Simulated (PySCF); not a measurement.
Peak assignment

Atoms are numbered as in `[CH2:1]=[C:2]=[C:3]=[CH:4][C:5](=[O:6])[NH:7][CH3:8]`. Hydrogens are named by the atom that carries them.

Level of theory: J: B3LYP/pcJ-1 (spin–dipole term only in couplings to heteroatoms), NMR shieldings at PBE0/pcSseg-1/GIAO, GFN2-xTB structure, in PySCF (rapidly exchanging positions averaged, in vacuum, non-relativistic Hamiltonian, single conformer).

Scale: ¹³C (186.93 ppm) and ¹H (31.72 ppm) against TMS (reference shieldings calculated alike).

Question: Assign these signals to the numbered atoms. ¹³C{¹H} NMR (computed): δ 183.2, 182.5, 162.9, 117.6, 106.1, 26.3.

Answer: 
| δ (ppm) | atoms | environment | reason |
| --- | --- | --- | --- |
| 183.2 | C2 | central carbon of an allene | – |
| 182.5 | C3 | central carbon of an allene | – |
| 162.9 | C5 | amide carbonyl carbon | it is a carbonyl in resonance with an O or N lone pair, the region of acids, esters and amides |
| 117.6 | C4 | terminal carbon of a cumulated C=C=C unit | – |
| 106.1 | C1 | terminal carbon of a cumulated C=C=C unit | – |
| 26.3 | C8 | methyl carbon bonded to N | deshielded by the electronegative neighbour |

C2 and C3 lie closer than the usual error of such a calculation, so a measured spectrum could show them in the other order.

Question: Assign these signals to the numbered atoms. ¹H NMR (500 MHz, computed): δ 6.17 (t, J = 11.1 Hz, 1H), 5.87 (d, J = 11.1 Hz, 2H), 5.41 (br, 1H), 3.18 (d, J = 5.7 Hz, 3H).

Answer: 
| δ (ppm) | atoms | environment | reason |
| --- | --- | --- | --- |
| 6.17 | H(C4) | hydrogen on a terminal carbon of a cumulated C=C=C unit | a vinylic proton, deshielded by the sp2 carbon and the C=C anisotropy |
| 5.87 | H(C1) | hydrogen on a terminal carbon of a cumulated C=C=C unit | – |
| 5.41 | H(N7) | hydrogen on an amide-type nitrogen | exchangeable; this is the value without hydrogen bonding to other molecules |
| 3.18 | H(C8) | hydrogen on a methyl carbon bonded to N | its carbon carries N, hence the downfield position |

OH/NH shifts are gas-phase values; hydrogen bonding in solution moves them, usually downfield. Amide-type NH protons are broadened by 14N but still split neighbouring CH signals. Multiplet labels drop couplings under 1 Hz and merge nearly equal ones. Shifts are as computed. Against solution values, carbons near 30 ppm lie about +3 ppm off and those near 130 ppm about +5 ppm. Of 1211 compounds with measured shifts, 218 miss one by over three times the rms of a fit or turn the order of signals round; such compounds aren't used in these exercises. The C=O carbon of an acid or of an amide with N–H lies up to 10 ppm further downfield in solution, through hydrogen bonding that the calculation lacks.
